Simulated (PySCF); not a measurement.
Radial density of Sr (strontium, neutral)

UHF, [Kr] 5s1 6s1, 6s spin antiparallel (an excited configuration). Calculation: PySCF 2.14, in aug-cc-pVDZ-X2C (7s6p4d, 45 functions); the spin-free X2C one-electron Hamiltonian (Gaussian nucleus).

```
r (bohr)  4πr²ρ (e/bohr)
  0.0286           47.60
  0.0481           40.36
  0.0809           46.61
   0.136           56.44
   0.229           34.25
   0.385           41.58
   0.648           20.39
    1.09           7.575
    1.83           3.981
    3.08          0.7492
    5.19          0.3819
    8.72         0.03700
    14.7       0.0001437
```

Densities and radii are taken from the X2C orbitals without a picture-change correction, which distorts them close to the nucleus.

The outer electron is Rydberg-like, and this basis confines it to a smaller radius and binds it less than a complete one would. With the s spin flipped the determinant is a mixture of two multiplicities, not a spectroscopic state.
